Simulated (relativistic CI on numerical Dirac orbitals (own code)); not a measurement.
Line list: Electric-dipole lines, Hg XXV

These numbers are calculated, not measured: Dirac-Coulomb-Breit CI, separate exchange-only KLI orbitals for each configuration, model QED (radiative potential, 1s self-energy scaled to tabulated hydrogen-like ionisation energies), unscaled Slater integrals (own radial code, finite nucleus).

Configurations in the expansion (outside the closed core [Ar] 3d10): 4s²4p⁶4d¹⁰4f¹⁰, 4s²4p⁶4d¹⁰4f⁹5s, 4s²4p⁶4d¹⁰4f⁸5s², 4s²4p⁶4d¹⁰4f⁹5p, 4s²4p⁶4d⁹4f¹¹, 4s²4p⁶4d¹⁰4f⁸5s5p, 4s²4p⁶4d⁸4f¹², 4s²4p⁵4d¹⁰4f¹¹, 4s²4p⁶4d⁹4f¹⁰5s, 4s²4p⁶4d¹⁰4f⁹6s, 4s4p⁶4d¹⁰4f¹¹, 4s²4p⁴4d¹⁰4f¹², 4p⁶4d¹⁰4f¹², 4s4p⁶4d⁹4f¹², 4s4p⁵4d¹⁰4f¹². Levels of other configurations are missing.

| λ vac (nm) | Lower | Upper | A (s⁻¹) | log gf | S velocity/length |
| --- | --- | --- | --- | --- | --- |
| 12.143 | 4s²4p⁶4d¹⁰4f¹⁰ ⁵I8 [1] | 4s²4p⁶4d¹⁰4f⁹5s ⁵I°8 [376] | 1.78e+05 | -5.17 | 1.10 |
| 13.023 | 4s²4p⁶4d¹⁰4f¹⁰ ⁵I8 [1] | 4s²4p⁶4d¹⁰4f⁹5s ⁵K°9 [271] | 2.44e+05 | -4.93 | 0.24 |
| 13.762 | 4s²4p⁶4d¹⁰4f¹⁰ ³M10 [23] | 4s²4p⁶4d¹⁰4f⁹5s ³M°10 [374] | 1.30e+06 | -4.11 | 0.43 |
| 13.885 | 4s²4p⁶4d¹⁰4f¹⁰ ⁵I6 [4] | 4s²4p⁶4d¹⁰4f⁹5s ³I°7 [254] | 2.67e+05 | -4.94 | 0.86 |
| 13.911 | 4s²4p⁶4d¹⁰4f¹⁰ ⁵I7 [2] | 4s²4p⁶4d¹⁰4f⁹5s ³M°8 [234] | 1.48e+05 | -5.14 | 0.26 |
| 14.105 | 4s²4p⁶4d¹⁰4f¹⁰ ⁵I8 [1] | 4s²4p⁶4d¹⁰4f⁹5s ⁵H°7 [166] | 1.50e+05 | -5.17 | 0.23 |
| 14.252 | 4s²4p⁶4d¹⁰4f¹⁰ ⁵F4 [6] | 4s²4p⁶4d¹⁰4f⁹5s ³H°5 [247] | 3.04e+05 | -4.99 | 1.07 |
| 14.481 | 4s²4p⁶4d¹⁰4f¹⁰ ³M9 [43] | 4s²4p⁶4d¹⁰4f⁹5s ³M°9 [361] | 9.48e+05 | -4.25 | 0.64 |
| 14.512 | 4s²4p⁶4d¹⁰4f¹⁰ ⁵G6 [10] | 4s²4p⁶4d¹⁰4f⁹5s ⁵H°7 [243] | 4.41e+05 | -4.68 | 0.38 |
| 14.628 | 4s²4p⁶4d¹⁰4f¹⁰ ⁵G6 [10] | 4s²4p⁶4d¹⁰4f⁹5s ⁵G°6 [233] | 5.21e+05 | -4.66 | 0.70 |
| 14.662 | 4s²4p⁶4d¹⁰4f¹⁰ ⁵I8 [1] | 4s²4p⁶4d¹⁰4f⁹5s ³K°8 [139] | 1.28e+05 | -5.16 | 0.28 |
| 15.073 | 4s²4p⁶4d¹⁰4f¹⁰ ³K8 [9] | 4s²4p⁶4d¹⁰4f⁹5s ³L°9 [189] | 3.98e+05 | -4.59 | 0.27 |
| 15.178 | 4s²4p⁶4d¹⁰4f¹⁰ ⁵I8 [1] | 4s²4p⁶4d¹⁰4f⁹5s ³K°8 [123] | 1.61e+05 | -5.03 | 0.44 |
| 15.194 | 4s²4p⁶4d¹⁰4f¹⁰ ³G5 [3] | 4s²4p⁶4d¹⁰4f⁹5s ⁵H°5 [147] | 3.99e+05 | -4.82 | 0.37 |
| 15.244 | 4s²4p⁶4d¹⁰4f¹⁰ ⁵I7 [2] | 4s²4p⁶4d¹⁰4f⁹5s ⁵I°7 [140] | 2.97e+05 | -4.81 | 0.56 |
| 15.464 | 4s²4p⁶4d¹⁰4f¹⁰ ⁵I6 [4] | 4s²4p⁶4d¹⁰4f⁹5s ⁵I°6 [143] | 3.36e+05 | -4.80 | 0.60 |
| 15.667 | 4s²4p⁶4d¹⁰4f¹⁰ ⁵I5 [7] | 4s²4p⁶4d¹⁰4f⁹5s ⁵I°5 [149] | 5.10e+05 | -4.69 | 0.52 |
| 15.768 | 4s²4p⁶4d¹⁰4f¹⁰ ⁵G5 [22] | 4s²4p⁶4d¹⁰4f⁹5s ³G°5 [197] | 7.03e+05 | -4.54 | 0.94 |
| 16.015 | 4s²4p⁶4d¹⁰4f¹⁰ ³G5 [3] | 4s²4p⁶4d¹⁰4f⁹5s ⁵F°5 [124] | 4.08e+05 | -4.76 | 0.86 |
| 16.114 | 4s²4p⁶4d¹⁰4f¹⁰ ⁵F4 [6] | 4s²4p⁶4d¹⁰4f⁹5s ⁵F°3 [134] | 4.86e+05 | -4.88 | 0.45 |
| 16.242 | 4s²4p⁶4d¹⁰4f¹⁰ ⁵G6 [10] | 4s²4p⁶4d¹⁰4f⁹5s ⁵G°6 [137] | 4.28e+05 | -4.66 | 0.70 |
| 16.346 | 4s²4p⁶4d¹⁰4f¹⁰ ⁵F5 [15] | 4s²4p⁶4d¹⁰4f⁹5s ⁵F°4 [142] | 5.30e+05 | -4.72 | 0.38 |
| 16.476 | 4s²4p⁶4d¹⁰4f¹⁰ ⁵F5 [15] | 4s²4p⁶4d¹⁰4f⁹5s ⁵F°5 [138] | 5.77e+05 | -4.59 | 0.56 |
| 16.492 | 4s²4p⁶4d¹⁰4f¹⁰ ³L9 [16] | 4s²4p⁶4d¹⁰4f⁹5s ³M°10 [141] | 4.05e+05 | -4.46 | 0.47 |
| 16.550 | 4s²4p⁶4d¹⁰4f¹⁰ ³G5 [3] | 4s²4p⁶4d¹⁰4f⁹5s ⁷H°5 [114] | 2.62e+05 | -4.93 | 1.11 |
| 16.633 | 4s²4p⁶4d¹⁰4f¹⁰ ⁵I8 [1] | 4s²4p⁶4d¹⁰4f⁹5s ⁷H°8 [108] | 1.65e+05 | -4.94 | 1.00 |
| 16.718 | 4s²4p⁶4d¹⁰4f¹⁰ ¹N10 [66] | 4s²4p⁶4d¹⁰4f⁹5s ³N°10 [263] | 7.76e+05 | -4.17 | 0.79 |
| 16.839 | 4s²4p⁶4d¹⁰4f¹⁰ ³H6 [20] | 4s²4p⁶4d¹⁰4f⁹5s ⁵G°6 [137] | 4.06e+05 | -4.65 | 0.91 |
| 16.927 | 4s²4p⁶4d¹⁰4f¹⁰ ³M10 [23] | 4s²4p⁶4d¹⁰4f⁹5s ³M°10 [141] | 3.62e+05 | -4.49 | 0.62 |
| 17.696 | 4s²4p⁶4d¹⁰4f¹⁰ ⁵G6 [10] | 4s²4p⁶4d¹⁰4f⁹5s ⁷F°5 [111] | 5.52e+05 | -4.55 | 0.74 |

Terms are leading LS components. Brackets give the number of a level in order of energy, since labels repeat. The list gives strong lines, with weight on those to low levels, among the lowest 400 of 9409 levels, so that lines to higher ones, which can be the strongest, are missing. Levels whose partners in the same complex of configurations lie outside the list can be far off, and so can their lines. Rates are taken at the computed energies, electric ones in the length gauge. A velocity-to-length ratio far from 1 marks an uncertain rate.

At this charge energies of transitions that change n are usually good to better than 1 %, and those within a shell (Δn = 0) to a few per cent. Terms inside the open d or f shell come out 10 to 20 % too wide with unscaled integrals.

LS names give the leading component of a level, which can be under half, so a name can repeat, a term be missing and a line seem to break the LS rules.
